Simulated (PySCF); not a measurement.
Species: C2H8GeSi2.
SMILES with atom numbers: `[SiH3:1][Si@H:2]1[CH:3]=[CH:4][GeH2:5]1` (hydrogens: H6, H7, H8 on Si1; H9 on Si2; H10 on C3; H11 on C4; H12, H13 on Ge5)

Method used: PBE0-D3(BJ)/def2-SVP geometry optimisation, gas phase (PySCF).

What internal coordinates does the optimisation give?

| bond | length (pm) |
| --- | --- |
| Si1–Si2 | 234.3 |
| Si2–C3 | 189.3 |
| C3=C4 | 135.3 |
| C4–Ge5 | 196.7 |
| Si2–Ge5 | 239.0 |
| Si1–H6, Si1–H7, Si1–H8 | 149.6 |
| Si2–H9 | 149.9 |
| C3–H10 | 109.8 |
| C4–H11 | 109.8 |
| Ge5–H12 | 154.1 |
| Ge5–H13 | 154.2 |

Bonds in one row agree within 1 pm and their mean is given. A selection of angles:
| angle | degrees |
| --- | --- |
| Si2–Si1–H6 | 110.4 |
| Si2–Si1–H8 | 111.7 |
| H6–Si1–H7 | 108.7 |
| H6–Si1–H8 | 108.4 |
| Si1–Si2–C3 | 113.6 |
| Si1–Si2–Ge5 | 116.7 |
| Si1–Si2–H9 | 110.4 |
| C3–Si2–Ge5 | 75.8 |
| C3–Si2–H9 | 116.1 |
| Ge5–Si2–H9 | 120.3 |
| Si2–C3–C4 | 106.1 |
| Si2–C3–H10 | 130.7 |
| C4–C3–H10 | 123.2 |
| C3–C4–Ge5 | 105.0 |
| C3–C4–H11 | 123.8 |
| Ge5–C4–H11 | 131.2 |
| C4–Ge5–H12 | 114.5 |
| C4–Ge5–H13 | 115.6 |
| Si2–Ge5–C4 | 73.0 |
| Si2–Ge5–H12 | 120.1 |
| Si2–Ge5–H13 | 120.7 |
| H12–Ge5–H13 | 108.8 |

Torsions: Si1–Si2–C3–C4 111° (anticlinal); Si2–C3–C4–Ge5 3° (synperiplanar); C3–C4–Ge5–Si2 -2° (synperiplanar); Si1–Si2–Ge5–C4 -108° (anticlinal).

Si2 (SiH silicon) has angles from 75.8° to 120.3°. The 4-membered ring Si2–C3–C4–Ge5 has internal angles of 73.0° to 106.1°; it is almost planar, 0.02 Å rms from its mean plane, widest ring torsion 3°. Si1 (SiH3 silicon) is tetrahedral (angles from 108.4° to 111.7°). Ge5 (germanium bonded to C, Si and 2 H) has angles from 73.0° to 120.7°.

Point group: C1 (no symmetry element, even within 0.4 Å). PBE0-D3(BJ)/def2-SVP frequencies: not computed here.

Time: 97 s; peak memory 0.55 GiB. Hardware: one thread of an Arm Neoverse V1, no GPU, shared host. That covers the optimisation of the geometry.
